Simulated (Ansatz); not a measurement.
Gas-phase electronic energies from Ansatz, PBE0-D4/def2-TZVP geometries. CCSD(T)/CBS is the MP2 limit (def2-TZVPP, def2-QZVPP) plus CCSD(T) − MP2 in def2-TZVPP, frozen cores. This one scheme is used for every species. DFT in def2-TZVPP. B3LYP here is the variant with VWN-RPA as its local correlation; programs differ in this. HSE06 is defined as in plane-wave codes. For Zn outer-core shells are correlated without core-valence functions, which leaves a few kJ/mol of doubt a bond. Scalar relativity is left out up to krypton. Each species was taken in one conformer, which may not be the lowest.

Reaction (silylene loss): `[SiH3][O][Zn][SH]` → `[OH][Zn][SH]` + `[SiH2]`

(1) Is it downhill or uphill in electronic energy at CCSD(T)/CBS, and by how much? (Best estimate.)

(2) What do these levels give: r2SCAN-D4, PBE0-D4, B3LYP-D4, HSE06-D4, B2PLYP, BLYP, B3LYP, CCSD(T)/def2-SVP, MP2/def2-TZVPP, SCS-MP2/def2-TZVPP, CCSD(T)/def2-TZVPP, MP2/def2-QZVPP? (Best estimate.)

Largest T1 diagnostic among the species: 0.016.

## Answers

(1) Ansatz gave: Uphill: ΔE = +344.1 kJ/mol.

(2) Ansatz gave: r2SCAN-D4 360.3, PBE0-D4 346.2, B3LYP-D4 338.8, HSE06-D4 345.9, B2PLYP 342.7, BLYP 309.6, B3LYP 329.0, CCSD(T)/def2-SVP 341.5, MP2/def2-TZVPP 360.1, SCS-MP2/def2-TZVPP 353.1, CCSD(T)/def2-TZVPP 339.7, MP2/def2-QZVPP 363.4 kJ/mol.

From BLYP to BHLYP (50 % exact exchange), in def2-TZVPP and without D4, ΔE moves by +41.1 kJ/mol. Leaving LDA and LC-ωPBE aside and taking each functional with its dispersion term where it has one, the values, not all of them listed here, spread over 44.1 kJ/mol, from BLYP-D4 to r2SCAN0-D4. LDA lies +32.6 kJ/mol from PBE without D4.
